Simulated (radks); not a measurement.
The numbers below are computed, except where a source is named.
Q: Ionisation of the fluorine ion F2+, [He] 2s2 2p3, to [He] 2s2 2p2 as the strength of local exchange is varied. Level of theory: scalar-relativistic Kohn-Sham, Slater X-alpha exchange (alpha = 2/3 is LDA exchange), no correlation, spin-unpolarised, spherical densities, point nucleus (a radial shooting solver on a logarithmic mesh with Libxc functionals).

alpha  E(F2+) (hartree)  exchange (hartree)  IE (eV)  -e of the level emptied (eV)  <r> of it (bohr)
0.556         -95.21783            -6.56748   56.106                   44.700 (2p)            0.9179
0.748         -97.50565            -8.98922   61.114                   49.418 (2p)            0.8874
0.924         -99.63750           -11.27833   65.897                   53.950 (2p)            0.8615
0.953         -99.99194           -11.66186   66.703                   54.716 (2p)            0.8574
0.983        -100.35956           -12.06051   67.542                   55.514 (2p)            0.8533
x             -96.53566            -7.95794   58.975                   47.399 (2p)            0.9000

Which alpha was used in the last row?

A: alpha = 0.667. NIST Atomic Spectra Database: 62.708 eV (semi-empirical). The Delta-SCF value meets it near alpha = 0.81. Spin polarisation and multiplet splitting are left out, so open shells lie too high by an amount that depends on their filling.

Beside tabulated values, note that spin-unpolarised runs miss the spin-polarisation part of the exchange energy of open shells.
